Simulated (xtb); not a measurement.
C5H6Si, SMILES C#C[SiH2]C#CC. All values are semi-empirical tight-binding results from xtb (GFN2-xTB unless named), good for trends rather than for accurate numbers. Geometry optimised at GFN2-xTB. This is a generated structure with no PubChem entry under its InChIKey; it may be hypothetical.

Optimised geometry:

```xyz
12

C     -2.7236     1.5231     0.3020
C     -2.0217     0.5671     0.1082
Si    -0.9564    -0.9183    -0.1917
C      0.8019    -0.3732    -0.0720
C      1.9556    -0.0336     0.0009
C      3.3383     0.3801     0.0895
H     -3.3365     2.3619     0.4717
H     -1.2371    -1.9193     0.8468
H     -1.2257    -1.4291    -1.5429
H      3.9776    -0.3409    -0.4207
H      3.6421     0.4447     1.1344
H      3.4654     1.3571    -0.3768
```

A frequency run showed that this geometry is not a minimum.

| Item | Value |
|---|---|
| orbital gap | 5.11 eV |
| dipole moment | 1.06 D |
| static polarisability (D4 model) | 80.3 bohr³ |
| solvation energy, GFN2-xTB/ALPB(water) | -1.2 kcal/mol |
| solvation energy, GFN2-xTB/ALPB(ch2cl2) | -5.1 kcal/mol |

Computed atomic charges and the Wiberg bond orders between heavy atoms:
charges (e) C1 -0.09, C2 -0.13, Si3 0.47, C4 -0.16, C5 -0.03, C6 -0.09, H7 0.06, H8 -0.11, H9 -0.11, H10 0.05, H11 0.05, H12 0.05. Bond orders C1–C2 2.93, C2–Si3 0.91, Si3–C4 0.94, C4–C5 2.82, C5–C6 1.07.
